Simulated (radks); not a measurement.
Species: the cobalt ion Co3+. Configuration: [Ar] 3d4 4s2 (not the ground configuration).

All-electron calculation, Dirac Kohn-Sham, PBEsol, spin-unpolarised, spherical densities, finite nucleus; open shells fill j = l - 1/2 first; Fermi nuclear charge, rms radius 3.7875 fm. Program: a radial shooting solver on a logarithmic mesh with Libxc functionals.

Energy parts (hartree):
total: -1388.36991
kinetic: 1409.36575
electron-nucleus: -3281.97000
Hartree: 540.38870
exchange-correlation: -56.15436

Orbitals (lengths in bohr, moments of r in powers of bohr; r(max) is where P^2 peaks):
| orbital | occ. | eigenvalue (hartree) | <1/r> | r(max) | small-component weight |
|---|---|---|---|---|---|
| 1s1/2 | 2 | -280.8580 | 27.01 | 0.03680 | 9.44e-03 |
| 2s1/2 | 2 | -35.25019 | 5.833 | 0.2134 | 1.75e-03 |
| 2p1/2 | 2 | -30.88026 | 5.782 | 0.1704 | 1.73e-03 |
| 2p3/2 | 4 | -30.33708 | 5.671 | 0.1730 | 1.71e-03 |
| 3s1/2 | 2 | -5.80830 | 1.887 | 0.6618 | 4.06e-04 |
| 3p1/2 | 2 | -4.48580 | 1.775 | 0.6626 | 3.69e-04 |
| 3p3/2 | 4 | -4.41170 | 1.750 | 0.6695 | 3.63e-04 |
| 3d3/2 | 4 | -2.25485 | 1.495 | 0.6256 | 2.75e-04 |
| 3d5/2 | 0 | -2.24524 | 1.489 | 0.6276 | 2.74e-04 |
| 4s1/2 | 2 | -1.38991 | 0.6535 | 1.838 | 7.93e-05 |

The highest occupied level is 4s1/2 at -37.821 eV. The configuration is held as typed, so some empty levels lie below it. The electron density at the nucleus is 1.723e+04 e/bohr^3.
